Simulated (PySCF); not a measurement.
**Steps of a relaxation of Au2F2**

Au2F2 (singlet). PySCF 2.14.0, RKS r2SCAN, Au def2-SVP with ECP60, F def2-SVP; non-relativistic Hamiltonian with scalar-relativistic core potentials where named; density fitting; no spin-orbit coupling. Origin of the start: template. Columns: position (Å) and force (eV/Å). Energies are counted from the last step; some of the 9 steps are shown. Forces carry noise of the integration grid, about 0.01 to 0.03 eV/Å.

Run from Python with OMP_NUM_THREADS=2. Where DIIS fails, smearing, a level shift and second-order steps follow.
It took 25 s on 2 threads of Arm Neoverse V2 (shared host), from the converged density of the start.

```xyz
4
step 0  E = 1.688 eV
Au    0.0000    0.0000    1.4896     0.00    0.00    6.54
Au    0.0000    0.0000   -1.4896     0.00    0.00   -6.54
F     1.2738    0.0000    0.0000     5.42    0.00    0.00
F    -1.2738    0.0000    0.0000    -5.42    0.00    0.00
```

```xyz
4
step 3  E = 0.012 eV
Au    0.0000    0.0000    1.6013     0.00    0.00   -0.19
Au    0.0000    0.0000   -1.6013     0.00    0.00    0.19
F     1.5094    0.0000    0.0000     0.10    0.00    0.00
F    -1.5094    0.0000    0.0000    -0.10    0.00    0.00
```

```xyz
4
step 5  E = 0.003 eV
Au    0.0000    0.0000    1.5558     0.00    0.00   -0.28
Au    0.0000    0.0000   -1.5558     0.00    0.00    0.28
F     1.5779    0.0000    0.0000    -0.15    0.00    0.00
F    -1.5779    0.0000    0.0000     0.15    0.00    0.00
```

Task: Where does the relaxation end?

Result: It converges at step 8 in D2h:
```xyz
4
step 8  E = 0
Au    0.0000    0.0000    1.5151
Au    0.0000    0.0000   -1.5151
F     1.6034    0.0000    0.0000
F    -1.6034    0.0000    0.0000
```

Task: How did the contacts change?

Result: 
```
   contact  start (Å)  end (Å)
Au1–F3 (F)      1.960    2.206
Au1–F4 (F)      1.960    2.206
```


No frequency check is given that shows the relaxed geometry to be a minimum.
